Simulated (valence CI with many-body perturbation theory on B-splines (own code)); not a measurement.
Values are calculated unless marked as measured or tabulated.
# From CI to CI+MBPT in I XV

Level of theory: configuration interaction combined with many-body perturbation theory (CI+MBPT): three valence electrons over a frozen Dirac-Fock core [Kr], radial functions for each j: 9 s, 9 p, 10 d, 8 f, 5 g, 3 h, 1 i, with the one-electron correlation potential Σ1 (screened to all orders), the two-electron term Σ2, the three-electron term Σ3, Breit, model QED; selected single and double excitations, second order for the rest (own B-spline code, finite nucleus).

No measured levels were compared; by estimate terms of the open shell hold to 2 to 4 % of their energy, and close levels can change places. Core correlation moves these levels by up to 3400 cm⁻¹, and in measured spectra 5 to 20 % of such shifts remained as error; rates that hang on mixing are uncertain with them. Only levels of the ground parity were solved; by the run's estimate the other parity begins above the list, which can be wrong where configurations are misplaced.

Each rung adds one term. CI alone is the Dirac-Coulomb CI over the frozen core; QED comes last and gives the full result, which names the levels. Energies are above 4d3 4F_3/2 on the same rung, in eV.

Names give the largest LS component (configuration and term), which can be under half, so a name can repeat, a term be missing and a line seem to break the LS rules; names also repeat where a configuration has a term twice. Letters in brackets count levels of one name in rising energy.

| Level | CI alone | + Σ1 | + Σ2 | + Σ3 | + Breit | Full |
| --- | --- | --- | --- | --- | --- | --- |
| 4d3 4F_5/2 | 1.211 | 1.239 | 1.250 | 1.259 | 1.208 | 1.213 |
| 4d3 4F_7/2 | 2.289 | 2.334 | 2.333 | 2.337 | 2.252 | 2.259 |
| 4d3 4F_9/2 | 3.121 | 3.171 | 3.116 | 3.104 | 3.008 | 3.016 |
| 4d3 4P_3/2 | 3.420 | 3.438 | 3.382 | 3.374 | 3.347 | 3.349 |
| 4d3 4P_1/2 | 3.894 | 3.922 | 3.836 | 3.829 | 3.783 | 3.787 |
| 4d3 2G_7/2 | 5.179 | 5.235 | 5.070 | 5.013 | 4.919 | 4.928 |
| 4d3 2H_9/2 | 5.407 | 5.466 | 5.210 | 5.185 | 5.078 | 5.087 |
| 4d3 4P_5/2 | 5.449 | 5.504 | 5.446 | 5.418 | 5.324 | 5.333 |
| 4d3 2D_3/2 [a] | 6.162 | 6.224 | 6.247 | 6.192 | 6.093 | 6.104 |
| 4d3 2P_1/2 | 6.520 | 6.586 | 6.578 | 6.600 | 6.494 | 6.504 |
| 4d3 2H_11/2 | 7.359 | 7.436 | 7.043 | 7.010 | 6.874 | 6.885 |
| 4d3 2D_5/2 [a] | 7.719 | 7.796 | 7.767 | 7.654 | 7.530 | 7.542 |
| 4d3 2G_9/2 | 8.113 | 8.216 | 8.008 | 7.959 | 7.785 | 7.801 |
| 4d3 2P_3/2 | 8.822 | 8.923 | 9.027 | 9.013 | 8.847 | 8.864 |
| 4d3 2F_5/2 | 9.435 | 9.496 | 9.115 | 9.011 | 8.928 | 8.937 |
| 4d3 2F_7/2 | 9.531 | 9.603 | 9.215 | 9.120 | 9.007 | 9.017 |
| 4d3 2D_3/2 [b] | 13.899 | 13.982 | 13.845 | 13.664 | 13.552 | 13.564 |
| 4d3 2D_5/2 [b] | 13.915 | 14.007 | 14.012 | 13.856 | 13.719 | 13.733 |

How does the ionisation energy move along the ladder, and which term matters most?

CI alone 332.95, + Σ1 335.12, + Σ2 336.41, + Σ3 336.41, + Breit 336.34, + QED 336.36 eV. The largest step is Σ1, 2.17 eV. NIST lists 335 ± 3 eV (theoretical).
